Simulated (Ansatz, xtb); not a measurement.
## CHFGe: which of two structures lies lower

We compare X, a singlet given by its coordinates, with Y, `F[CH]=[Ge]`, a singlet. Both are isolated molecules in the gas phase, relaxed with PBE0-D3(BJ)/def2-SVP.

X (Å):

```xyz
4

C     0.0326    1.3195    0.4046
F    -1.6219   -0.2494    2.5251
Ge   -1.2013    1.1777    1.6367
H     0.3710    2.1663   -0.2080
```

Close contacts (Å): C1–Ge3 1.75, F2–Ge3 1.73, C1–H4 1.10.

Y (Å):

```yaml
atoms:
  - { symbol: C, position_ang: [0.1609, 0.1498, 0.0893] }
  - { symbol: F, position_ang: [1.0375, 0.6090, -0.8054] }
  - { symbol: Ge, position_ang: [-0.7264, 0.9800, 1.4528] }
  - { symbol: H, position_ang: [-0.0434, -0.9304, -0.0461] }
```

Q: Estimate which is lower in electronic energy at CCSD(T)/def2-TZVPP, and by roughly how much.

A: The CCSD(T)/def2-TZVPP calculation puts structure Y lower, by 10.0 kcal/mol.

Level by level:

```tsv
level	geometry	E(Y) − E(X) (kcal/mol)	departure from the last row (kcal/mol)	job, with rough time for the two
GFN2-xTB	GFN2-xTB	−13.8	−3.8	optimisation, 0.11 s
HF/STO-3G	GFN2-xTB	−54.1	−44.1	single point, 0.26 s
r2SCAN-D4/def2-SVP	GFN2-xTB	−19.2	−9.2	single point, 1.4 s
PBE0-D3(BJ)/def2-SVP	PBE0-D3(BJ)/def2-SVP	−23.7	−13.7	optimisation, 14 s
HF/def2-TZVPP	PBE0-D3(BJ)/def2-SVP	−21.6	−11.6	part of the CCSD(T) run
MP2/def2-TZVPP	PBE0-D3(BJ)/def2-SVP	−16.6	−6.6	part of the CCSD(T) run
CCSD(T)/def2-TZVPP	PBE0-D3(BJ)/def2-SVP	−10.0		single point, 20 s
```

The levels shown agree on the order. The largest departure from CCSD(T)/def2-TZVPP is that of HF/STO-3G, 44.1 kcal/mol.

With harmonic frequencies from PBE0-D3(BJ)/def2-SVP (ideal gas, rigid rotor, one conformer each, 400 K, 1 atm): the zero-point term adds +1.4 kcal/mol; ΔH is −9.0 and ΔG −8.5 kcal/mol.

The T1 diagnostic of structure X is large, so the coupled-cluster value is less sure. The correlated steps freeze 11 core orbitals; the filled d shell of Ge is correlated, in a basis made for valence electrons. Run with Ansatz 0.2.0, xtb 6.7.1; the last row on 1 thread of Intel(R) Xeon(R) 6975P-C (Granite Rapids) on a shared host.
